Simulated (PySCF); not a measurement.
Diagnose this run.

A core-ionisation job on C6H14AsB, SMILES `CB(C)[C@@H]1CC[AsH]C1`. Level of theory: delta-SCF UKS SCAN, pcX-2 on the ionised atom, pcseg-1 elsewhere, spin-free X2C (PySCF 2.14.0).

Driver input (Å, PBE0-D3(BJ)/def2-SVP geometry):

```
{"job": {"kind": "xps"}, "charge": 0, "multiplicity": 1}
C     -1.4473    -0.8473     1.2506
B     -1.2048     0.2656     0.1679
C     -2.3398     0.5804    -0.8760
C      0.1503     1.0950     0.1062
C      0.8702     0.7857    -1.2232
C      1.4627    -0.6153    -1.1144
As     2.2326    -0.7567     0.7130
C      1.1549     0.8451     1.2372
H     -2.2771    -1.5326     1.0222
H     -1.7277    -0.3085     2.1780
H     -0.5493    -1.4309     1.5127
H     -2.1945     1.4900    -1.4773
H     -2.4052    -0.2783    -1.5711
H     -3.3281     0.6256    -0.3877
H     -0.1517     2.1611     0.0949
H      0.1901     0.8765    -2.0876
H      1.6838     1.5149    -1.3826
H      2.2296    -0.8292    -1.8728
H      0.6842    -1.3908    -1.2071
H      3.4937     0.0353     0.3644
H      0.6707     0.6578     2.2065
H      1.8431     1.6933     1.3695
```

Output:

```
ground state, core basis on atom 0 (C), 226 functions
  cycle   1  E = -2517.12262542  |g| = 7.03e-01
  cycle   2  E = -2516.96737622  |g| = 1.01e+00
  cycle   3  E = -2517.25241333  |g| = 1.43e-01
  cycle   4  E = -2517.25823981  |g| = 4.38e-02
  cycle   5  E = -2517.25873578  |g| = 1.14e-02
  cycle   6  E = -2517.25876481  |g| = 3.66e-03
  cycle   7  E = -2517.25877247  |g| = 1.26e-03
  cycle   8  E = -2517.25877348  |g| = 4.41e-04
  E(ground) = -2517.17553643 Eh
hole in C 1s of atom 0
  cycle   1  E = -2506.04214553  |g| = 1.50e+00
  cycle   2  E = -2505.13175932  |g| = 1.88e+00
  cycle   3  E = -2506.53938138  |g| = 3.59e-01
  cycle   4  E = -2506.59157429  |g| = 1.60e-01
  cycle   5  E = -2506.60522443  |g| = 6.06e-02
  cycle   6  E = -2506.60687997  |g| = 2.05e-02
  cycle   7  E = -2506.60709433  |g| = 8.17e-03
  cycle   8  E = -2506.60713652  |g| = 3.21e-03
  cycle   9  E = -2506.60714065  |g| = 1.33e-03
  cycle  10  E = -2506.60714230  |g| = 4.82e-04
  E(ion) = -2506.52282282 Eh   <S^2> = 0.7663   hole on atom = 1.000   binding energy = 289.875 eV
ground state, core basis on atom 1 (B), 226 functions
  cycle   1  E = -2517.25292372  |g| = 4.91e-02
  cycle   2  E = -2517.25282481  |g| = 3.03e-02
  cycle   3  E = -2517.25300597  |g| = 1.66e-02
  cycle   4  E = -2517.25308114  |g| = 2.45e-03
  cycle   5  E = -2517.25308639  |g| = 5.25e-04
  cycle   6  E = -2517.25308880  |g| = 1.86e-04
  E(ground) = -2517.17107651 Eh
hole in B 1s of atom 1
  cycle   1  E = -2509.65647545  |g| = 1.18e+00
  cycle   2  E = -2507.48403525  |g| = 2.12e+00
  cycle   3  E = -2509.89940918  |g| = 5.00e-01
  cycle   4  E = -2509.89015312  |g| = 4.52e-01
  cycle   5  E = -2510.04884527  |g| = 1.84e-01
  cycle   6  E = -2510.07404463  |g| = 6.33e-02
  cycle   7  E = -2510.07747059  |g| = 2.08e-02
  cycle   8  E = -2510.07762955  |g| = 1.28e-02
  cycle   9  E = -2510.07752245  |g| = 1.72e-02
  cycle  10  E = -2510.07763806  |g| = 1.19e-02
  cycle  11  E = -2510.07772671  |g| = 5.00e-03
  cycle  12  E = -2510.07774833  |g| = 8.12e-04
  cycle  13  E = -2510.07774968  |g| = 6.41e-04
  cycle  14  E = -2510.07774883  |g| = 7.18e-04
  cycle  15  E = -2510.07774966  |g| = 3.99e-04
  E(ion) = -2509.99641344 Eh   <S^2> = 0.9642   hole on atom = 1.000   binding energy = 195.233 eV
ground state, core basis on atom 3 (C), 226 functions
  cycle   1  E = -2517.25977588  |g| = 5.74e-02
  cycle   2  E = -2517.25974949  |g| = 1.74e-02
  cycle   3  E = -2517.25972958  |g| = 1.93e-02
  cycle   4  E = -2517.25982677  |g| = 1.80e-03
  cycle   5  E = -2517.25982767  |g| = 4.97e-04
  E(ground) = -2517.17675231 Eh
hole in C 1s of atom 3
  cycle   1  E = -2506.02932624  |g| = 1.52e+00
  cycle   2  E = -2504.98296661  |g| = 2.06e+00
  cycle   3  E = -2506.54398814  |g| = 3.83e-01
  cycle   4  E = -2506.59697710  |g| = 1.68e-01
  cycle   5  E = -2506.61072388  |g| = 6.88e-02
  cycle   6  E = -2506.61300969  |g| = 1.38e-02
  cycle   7  E = -2506.61309511  |g| = 6.87e-03
  cycle   8  E = -2506.61312324  |g| = 2.17e-03
  cycle   9  E = -2506.61312899  |g| = 1.40e-03
  cycle  10  E = -2506.61312707  |g| = 6.73e-04
  cycle  11  E = -2506.61312845  |g| = 1.72e-04
  E(ion) = -2506.52846619 Eh   <S^2> = 0.7689   hole on atom = 1.000   binding energy = 289.755 eV
ground state, core basis on atom 4 (C), 226 functions
  cycle   1  E = -2517.26043310  |g| = 5.81e-02
  cycle   2  E = -2517.26038011  |g| = 2.20e-02
  cycle   3  E = -2517.26039043  |g| = 2.11e-02
  cycle   4  E = -2517.26049950  |g| = 1.57e-03
  cycle   5  E = -2517.26050170  |g| = 4.62e-04
  E(ground) = -2517.17713521 Eh
hole in C 1s of atom 4
  cycle   1  E = -2506.01068613  |g| = 1.52e+00
  cycle   2  E = -2504.99313550  |g| = 2.03e+00
  cycle   3  E = -2506.52019323  |g| = 3.80e-01
  cycle   4  E = -2506.56854148  |g| = 1.88e-01
  cycle   5  E = -2506.58661998  |g| = 6.99e-02
  cycle   6  E = -2506.58895215  |g| = 1.20e-02
  cycle   7  E = -2506.58901574  |g| = 7.10e-03
  cycle   8  E = -2506.58904304  |g| = 2.62e-03
  cycle   9  E = -2506.58904638  |g| = 1.22e-03
  cycle  10  E = -2506.58904884  |g| = 7.03e-04
  cycle  11  E = -2506.58904734  |g| = 1.72e-04
  E(ion) = -2506.50473708 Eh   <S^2> = 0.7696   hole on atom = 1.000   binding energy = 290.411 eV
ground state, core basis on atom 5 (C), 226 functions
  cycle   1  E = -2517.26131402  |g| = 5.84e-02
  cycle   2  E = -2517.26125055  |g| = 2.45e-02
  cycle   3  E = -2517.26127145  |g| = 2.29e-02
  cycle   4  E = -2517.26140096  |g| = 2.78e-03
  cycle   5  E = -2517.26140483  |g| = 5.75e-04
  cycle   6  E = -2517.26140340  |g| = 8.91e-05
  E(ground) = -2517.17790506 Eh
hole in C 1s of atom 5
  cycle   1  E = -2506.01130586  |g| = 1.52e+00
  cycle   2  E = -2505.01413628  |g| = 2.01e+00
  cycle   3  E = -2506.53147326  |g| = 3.82e-01
  cycle   4  E = -2506.58798623  |g| = 1.51e-01
  cycle   5  E = -2506.59908026  |g| = 6.45e-02
  cycle   6  E = -2506.60121425  |g| = 1.63e-02
  cycle   7  E = -2506.60135317  |g| = 7.04e-03
  cycle   8  E = -2506.60138504  |g| = 2.52e-03
  cycle   9  E = -2506.60138664  |g| = 9.88e-04
  cycle  10  E = -2506.60138962  |g| = 4.67e-04
  E(ion) = -2506.51716034 Eh   <S^2> = 0.7724   hole on atom = 1.000   binding energy = 290.094 eV
ground state, core basis on atom 7 (C), 226 functions
  cycle   1  E = -2517.26099720  |g| = 5.70e-02
  cycle   2  E = -2517.26095142  |g| = 1.99e-02
  cycle   3  E = -2517.26088336  |g| = 2.48e-02
  cycle   4  E = -2517.26105682  |g| = 3.03e-03
  cycle   5  E = -2517.26106100  |g| = 5.46e-04
  cycle   6  E = -2517.26105888  |g| = 9.58e-05
  E(ground) = -2517.17754335 Eh
hole in C 1s of atom 7
  cycle   1  E = -2506.01740939  |g| = 1.52e+00
  cycle   2  E = -2504.94101767  |g| = 2.05e+00
  cycle   3  E = -2506.53341135  |g| = 3.97e-01
  cycle   4  E = -2506.59369382  |g| = 1.62e-01
  cycle   5  E = -2506.60679317  |g| = 6.11e-02
  cycle   6  E = -2506.60859062  |g| = 1.60e-02
  cycle   7  E = -2506.60871456  |g| = 7.74e-03
  cycle   8  E = -2506.60874977  |g| = 2.63e-03
  cycle   9  E = -2506.60875297  |g| = 9.67e-04
  cycle  10  E = -2506.60875445  |g| = 4.92e-04
  E(ion) = -2506.52373503 Eh   <S^2> = 0.7725   hole on atom = 1.000   binding energy = 289.905 eV
```

The program numbers atoms from 0. E(ground) and E(ion) are re-evaluated on a finer grid than the cycles, so they differ from the last cycles; that is no fault.

**Question.** Do all binding energies of this run deserve the same trust?

**Answer.** No. Every hole passed the driver's convergence checks (|g| < 5e-4, core orbital emptied to over 0.9), but ⟨S²⟩ is 0.964 for B1s on atom 1, against 0.75 for a pure doublet, so the unrestricted ion state holds higher spin components.

**Question.** What would you do next?

**Answer.** Recompute such holes with a restricted open-shell or spin-projected scheme and compare; until then these binding energies are doubtful.
